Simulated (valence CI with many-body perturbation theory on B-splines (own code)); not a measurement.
**Which ion has this spectrum?**

A relativistic CI+MBPT calculation for an atom or ion with 14 electrons gives these levels (eV):

```csv
J,Parity,E,g
0,even,0.00,
1,even,396.43,1.49
2,even,406.02,1.16
2,odd,572.70,1.52
1,odd,600.98,1.05
2,odd,624.17,0.75
1,odd,669.99,0.88
2,odd,736.47,1.28
3,odd,737.77,1.10
1,even,804.84,0.44
2,even,809.24,1.28
2,even,813.10,1.15
0,even,830.90,
3,even,912.04,1.34
```

The energies are calculated, and their last digits are not significant.

Which is it?
A. Pt64+
B. Ir63+
C. Os62+
D. Ta59+

C. Os62+, ground level (3s^2 3p1/2^2) J=0.
